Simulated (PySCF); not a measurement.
Co: ionisation energy

Co [Ar] 3d7 4s2 (4F) → Co⁺ [Ar] 3d8 (3F), as a difference of total energies. All numbers are calculated (PySCF 2.14, no relativity, point nucleus, in cc-pVTZ). Correlated levels: valence: [Ar] frozen. The calculations carry no spin-orbit coupling.

**Question.** Order these methods by the ionisation energy they give, lowest first.
A. r2SCAN
B. B3LYP
C. SCS-MP2 (valence)
D. UHF

**Answer.** C (6.926 eV), A (7.390 eV), B (7.605 eV), D (7.850 eV).

These non-relativistic numbers lack the scalar-relativistic shift.

Errors of the correlated levels include the incompleteness of this basis and the frozen core.

MP2 underrates the near-degeneracy of ns² with np² in the lower species.

For comparison: 7.869 eV (measured; NIST levels, between the centres of gravity of the two terms).
